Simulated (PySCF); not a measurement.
C₆ coefficients of unlike pairs at PBE0

Calculated with PySCF 2.14 from the dipole response of each species, C₆(A,B) = (3/π) ∫ α_A(iu) α_B(iu) du, in atomic units, from isotropic polarisabilities. For ions this is the dispersion term alone; charge-induced terms of lower order in 1/R come first.

| species | configuration | basis | relativity | α (bohr³) | C₆ (like pair) |
| --- | --- | --- | --- | --- | --- |
| Ge³⁺ | [Ar] 3d10 4s1 (2S) | aug-cc-pVTZ-PP with one added diffuse shell each of s, d, f type with ECP10MDF (7s5p5d3f) | core potential | 6.150 | 13.21 |
| Ca²⁺ | [Ar] (1S) | aug-cc-pwCVTZ-X2C with one added diffuse shell each of s, p, d, f type (10s9p7d4f) | spin-free X2C | 3.273 | 10.76 |
| B | [He] 2s2 2p1 (2P) | aug-cc-pVQZ (6s5p4d3f2g) | none | 22.61 | 110.0 |
| Ir²⁺ | [Xe] 4f14 5d7 (4F) | def2-TZVPPD with the def2 core potential (60 electrons) (6s5p3d2f1g) | core potential | 8.937 | 57.38 |

Q: Estimate C₆ for Ir²⁺ with Ge³⁺.

A: The integral gives 25.94. The combination rule 2 C_A C_B / (C_A α_B/α_A + C_B α_A/α_B) gives 25.83 and the geometric mean 27.53.

No spin-orbit coupling is included.

The other pairs:

```json
{"pair": "Ir²⁺, B", "C₆": "67.16"}
{"pair": "Ca²⁺, Ge³⁺", "C₆": "10.79"}
{"pair": "Ir²⁺, Ca²⁺", "C₆": "24.72"}
{"pair": "B, Ca²⁺", "C₆": "27.16"}
{"pair": "B, Ge³⁺", "C₆": "37.07"}
```
